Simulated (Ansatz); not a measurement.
Problem. Name a neutral molecule of C, F, Ge, O and H with LUMO energy (PBE0/def2-TZVPP) between 0.05 and 0.35 eV and size of the dipole moment (ωB97M-V/def2-TZVPP) between 0.90 and 1.20 D (Ansatz, PBE0-D4/def2-TZVP geometry).

Solution. `[CH3][Ge]([OH])([OH])[F]` (0.19 eV, 1.08 D). Other molecules can fit too; these were computed, each in one conformer that needn't be the lowest.
